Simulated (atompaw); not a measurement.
# What one change does to a pseudopotential (cerium, PAW (atompaw))

atompaw 4.2.0.5 input, output lines left out:

```
Ce 58
LDA-PW scalarrelativistic loggrid 2001 logderivrange -5 5 251
6 6 5 4 0 0
6 0 1
6 1 0
5 2 1
4 3 1
0 0 0
c
c
c
c
v
v
c
c
c
v
v
c
c
v
v
3
2.95 2.40 2.90 1.95
n
n
y
1.3
n
y
-0.45
n
custom rrkj gramschmidtortho gaussian
4 0 troulliermartins
2.15
2.95
2.50
2.95
2.95
2.95
0.90
0.90
```

Change: local potential bessel scheme, radius 2.90 bohr.

Cutoffs: the cutoffs (Ry, on a coarse ladder) from which the occupation-weighted sum of valence levels, in a spherical-Bessel basis at the reference potential, stays within 10 and 1 mRy of its value at 400 Ry; they do not see the model core or the augmentation charge, which bear on the density cutoff.

Q: What does the change do?

A: The potential gets neither clearly harder nor softer (160 Ry and 260 Ry → 160 Ry and 260 Ry); the bound ghost in s disappears; the range in which the s phases agree widens (upper end -0.4 → 4.9); the range in which the p phases agree widens (upper end 0.7 → 4.1). A state that the projectors do not describe sees the local part alone, so a deeper or shallower local part can create or remove a ghost.

| quantity | base | changed |
| --- | --- | --- |
| cutoff, loose | 160 Ry | 160 Ry |
| cutoff, tight | 260 Ry | 260 Ry |
| bound ghosts | s | none |
| s: phases at 2.97 bohr within 0.05 rad from the reference energy up to (Ry; the scan ends near 5) | -0.4 | 4.9 |
| p: phases at 2.97 bohr within 0.05 rad from the reference energy up to (Ry; the scan ends near 5) | 0.7 | 4.1 |
| d: phases at 2.97 bohr within 0.05 rad from the reference energy up to (Ry; the scan ends near 5) | 2.4 | 2.5 |
| f: phases at 2.97 bohr within 0.05 rad from the reference energy up to (Ry; the scan ends near 5) | 2.0 | 3.6 |
| lowest overlap eigenvalue by channel | s 0.09, p 0.03, d 0.15, f 0.98 | s 0.10, p 0.10, d 0.25, f 1.00 |

 A true bound ghost makes a file unfit for plane-wave use even where its test errors are small: the radial tests pick states by their node count and pass the ghost by. The cutoffs see the waves, projectors and local potential, not the compensation charge or the core.
